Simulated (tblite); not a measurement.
A geometry optimisation, step by step.

Compound: C2H7B2ClS2.
SMILES with atom numbers: `[CH3:1][S:2][BH:3][B:4]([Cl:5])[S:6][CH3:7]` (hydrogens: H8, H9, H10 on C1; H11 on B3; H12, H13, H14 on C7)

Computed with GFN2-xTB (tblite), gas phase: L-BFGS steps from a force-field or distance-geometry start until the largest atomic force falls under 0.01 eV/Å. 7 of its 123 geometries are shown.

Step 0: E = -580.4273 eV, largest atomic force 2.169 eV/Å
```
atom  x, y, z in Å  |  force x, y, z in eV/Å
C1      3.449    0.335    0.422    0.328  -0.643   0.498
S2      2.240    1.321   -0.540   -0.260   0.411   0.420
B3      0.485    1.002    0.066   -0.271   0.052  -0.309
B4     -0.585    0.185   -0.931    0.354  -0.221  -0.588
Cl5     0.103   -0.337   -2.559   -0.868   0.464   1.250
S6     -2.411    0.695   -0.933    0.812  -0.195  -1.050
C7     -3.395   -0.203    0.262   -1.085  -0.433   1.827
H8      2.937   -0.264    1.201    0.259   0.137  -0.710
H9      4.089   -0.280   -0.245   -0.695   0.290   0.408
H10     4.105    1.039    0.951   -0.264  -0.042  -0.288
H11    -0.003    1.893    0.695    0.407  -0.238  -0.196
H12    -3.588   -1.267   -0.016    0.601   0.820   0.144
H13    -3.025   -0.115    1.326   -0.047  -0.271  -1.184
H14    -4.402    0.276    0.279    0.727  -0.130  -0.221
```

Step 20: E = -582.0331 eV, largest atomic force 0.633 eV/Å
```
atom  x, y, z in Å  |  force x, y, z in eV/Å
C1      3.159    0.253    0.425   -0.520   0.114  -0.150
S2      1.932    1.647    0.672   -0.017  -0.319  -0.286
B3      0.319    1.302   -0.001   -0.282  -0.263   0.142
B4     -0.436    0.226   -1.068    0.616  -0.032  -0.140
Cl5     0.424   -0.321   -2.527   -0.087   0.198   0.273
S6     -2.175   -0.177   -1.279   -0.312  -0.168   0.219
C7     -3.103   -0.155    0.330    0.454  -0.046  -0.301
H8      2.724   -0.574    0.958    0.047  -0.349   0.173
H9      3.274   -0.017   -0.620   -0.126   0.218  -0.057
H10     4.130    0.509    0.850   -0.378   0.250  -0.028
H11    -0.450    2.140    0.339    0.375   0.142   0.050
H12    -3.401   -1.171    0.534   -0.045  -0.294  -0.085
H13    -2.404    0.157    1.082    0.065   0.349   0.361
H14    -3.994    0.459    0.282    0.207   0.198  -0.172
```

Step 41: E = -582.4982 eV, largest atomic force 0.125 eV/Å
```
atom  x, y, z in Å  |  force x, y, z in eV/Å
C1      2.731    0.174    0.357    0.042  -0.051  -0.038
S2      1.610    1.471    0.986   -0.030   0.045  -0.029
B3      0.135    1.380    0.040   -0.003  -0.024   0.011
B4     -0.259    0.247   -1.111    0.014  -0.073  -0.101
Cl5     0.732   -0.167   -2.497    0.048   0.097   0.039
S6     -1.786   -0.693   -1.113    0.022   0.036   0.059
C7     -2.714   -0.116    0.351   -0.058   0.007   0.009
H8      2.464   -0.785    0.787   -0.077  -0.021   0.000
H9      2.675    0.139   -0.725   -0.001  -0.020   0.031
H10     3.733    0.441    0.675    0.033   0.037   0.005
H11    -0.612    2.231    0.362    0.007   0.010  -0.028
H12    -3.183   -0.989    0.792   -0.004   0.000   0.036
H13    -2.051    0.367    1.056    0.026  -0.049   0.023
H14    -3.477    0.580    0.018   -0.019   0.006  -0.018
```

Step 61: E = -582.5123 eV, largest atomic force 0.136 eV/Å
```
atom  x, y, z in Å  |  force x, y, z in eV/Å
C1      2.692    0.152    0.364   -0.045  -0.008   0.026
S2      1.627    1.534    0.915   -0.013   0.030   0.053
B3      0.119    1.411    0.025    0.055   0.026  -0.069
B4     -0.260    0.256   -1.110   -0.039  -0.002  -0.006
Cl5     0.736   -0.026   -2.518    0.002  -0.013  -0.021
S6     -1.736   -0.763   -1.071    0.014   0.019   0.034
C7     -2.678   -0.149    0.375    0.058  -0.012  -0.122
H8      2.343   -0.773    0.809   -0.019  -0.009   0.015
H9      2.660    0.090   -0.715    0.022  -0.024  -0.073
H10     3.701    0.367    0.701   -0.026   0.026   0.019
H11    -0.610    2.294    0.296    0.027  -0.018   0.014
H12    -3.199   -0.995    0.807    0.015  -0.030   0.033
H13    -2.001    0.304    1.087   -0.015  -0.030   0.071
H14    -3.395    0.579    0.013   -0.038   0.045   0.024
```

Step 81: E = -582.5364 eV, largest atomic force 0.113 eV/Å
```
atom  x, y, z in Å  |  force x, y, z in eV/Å
C1      2.450    0.089    0.415    0.008  -0.036   0.023
S2      1.539    1.611    0.866    0.038   0.037  -0.008
B3      0.111    1.612   -0.154    0.002   0.012  -0.027
B4     -0.235    0.390   -1.220    0.054   0.043   0.020
Cl5     0.685    0.169   -2.686    0.023  -0.017  -0.052
S6     -1.487   -0.861   -0.957   -0.095  -0.062  -0.001
C7     -2.451   -0.251    0.475    0.049  -0.010  -0.065
H8      1.931   -0.764    0.839   -0.023  -0.073  -0.009
H9      2.512    0.002   -0.663   -0.015   0.007  -0.011
H10     3.445    0.156    0.839    0.009   0.066   0.050
H11    -0.553    2.563    0.016   -0.039   0.019   0.023
H12    -3.114   -1.058    0.759   -0.039  -0.054   0.052
H13    -1.805    0.020    1.302    0.059  -0.015  -0.033
H14    -3.031    0.603    0.148   -0.031   0.083   0.037
```

Step 102: E = -582.5633 eV, largest atomic force 0.035 eV/Å
```
atom  x, y, z in Å  |  force x, y, z in eV/Å
C1      2.208    0.052    0.522    0.021  -0.006   0.008
S2      1.418    1.680    0.797   -0.028   0.007   0.007
B3      0.082    1.716   -0.340    0.002  -0.008  -0.006
B4     -0.256    0.466   -1.377    0.005   0.002  -0.005
Cl5     0.620    0.265   -2.872   -0.012   0.008  -0.016
S6     -1.488   -0.800   -1.066   -0.012  -0.008   0.021
C7     -2.182   -0.323    0.559    0.028   0.018  -0.010
H8      1.538   -0.734    0.857    0.019  -0.005   0.007
H9      2.432   -0.068   -0.532    0.012  -0.001  -0.011
H10     3.123    0.036    1.103   -0.011  -0.010   0.009
H11    -0.534    2.713   -0.278   -0.009   0.001   0.002
H12    -2.961   -1.042    0.789   -0.008   0.016  -0.003
H13    -1.406   -0.363    1.317    0.001   0.000  -0.003
H14    -2.595    0.679    0.498   -0.008  -0.015   0.000
```

Step 122: E = -582.5657 eV, largest atomic force 0.010 eV/Å
```
atom  x, y, z in Å  |  force x, y, z in eV/Å
C1      2.220    0.050    0.536   -0.001   0.000   0.000
S2      1.378    1.652    0.823   -0.002  -0.001  -0.003
B3      0.069    1.691   -0.345    0.010  -0.002  -0.001
B4     -0.263    0.457   -1.401   -0.006  -0.004  -0.001
Cl5     0.578    0.271   -2.916    0.001  -0.001   0.002
S6     -1.501   -0.801   -1.073    0.004   0.004   0.000
C7     -2.168   -0.304    0.557   -0.001   0.000   0.005
H8      1.571   -0.761    0.851    0.000   0.000  -0.004
H9      2.465   -0.048   -0.516    0.000   0.004   0.000
H10     3.125    0.052    1.134   -0.002  -0.001   0.002
H11    -0.562    2.678   -0.272   -0.003   0.001   0.002
H12    -2.952   -1.012    0.802   -0.002   0.000   0.001
H13    -1.384   -0.345    1.306   -0.001   0.000  -0.002
H14    -2.575    0.700    0.493    0.001  -0.002  -0.002
```

**Question.** Summarise the path.

**Answer.** The energy falls by 49.31 kcal/mol from step 0 to step 122; nine tenths of that is first reached at step 27. It rises by more than 0.2 meV at step 19. The largest force goes from 2.169 to 0.010 eV/Å. Among the bonds S2–B3 changes most, from 1.884 to 1.755 Å; the atoms move by 1.393 Å rms after alignment.

**Question.** Follow the three bonds and two angles with the largest change from start to end.

**Answer.** 
```csv
step,E above end (kcal/mol),largest force (eV/Å),S2–B3 (Å),B4–Cl5 (Å),B4–S6 (Å),B4–S6–C7 (°),B4–B3–H11 (°)
0,49.31,2.169,1.884,1.843,1.896,113.2,114.6
5,40.48,0.651,1.861,1.695,1.874,114.4,118.2
11,34.57,1.079,1.821,1.803,1.804,110.4,113.9
16,19.21,1.221,1.789,1.712,1.888,112.5,115.8
21,11.34,0.529,1.787,1.765,1.807,111.9,110.6
27,4.45,0.462,1.751,1.763,1.802,109.3,120.4
32,2.79,0.209,1.760,1.754,1.799,106.6,120.7
37,2.12,0.247,1.754,1.741,1.788,107.1,120.6
42,1.52,0.094,1.754,1.751,1.794,105.6,122.4
48,1.42,0.065,1.754,1.751,1.792,105.7,122.2
53,1.35,0.054,1.753,1.747,1.793,105.4,121.8
58,1.29,0.067,1.755,1.749,1.791,104.6,121.9
64,1.11,0.104,1.755,1.747,1.794,104.0,123.6
69,0.97,0.076,1.756,1.750,1.797,104.5,124.9
74,0.83,0.079,1.756,1.749,1.795,105.0,124.2
80,0.71,0.089,1.755,1.746,1.794,104.7,125.3
85,0.52,0.091,1.757,1.748,1.794,104.3,123.4
90,0.27,0.086,1.752,1.748,1.797,104.4,124.7
95,0.12,0.062,1.755,1.746,1.796,104.1,124.5
101,0.06,0.024,1.755,1.745,1.793,103.3,124.5
106,0.03,0.039,1.756,1.744,1.795,103.0,124.6
111,0.02,0.026,1.755,1.743,1.795,103.0,124.3
117,0.00,0.020,1.755,1.743,1.794,103.0,124.3
122,0.00,0.010,1.755,1.742,1.796,103.0,123.9
```

The cost below is that of the whole relaxation. Time: 1.6 s wall. Hardware: an Arm Neoverse N1 with one thread, on a shared host.
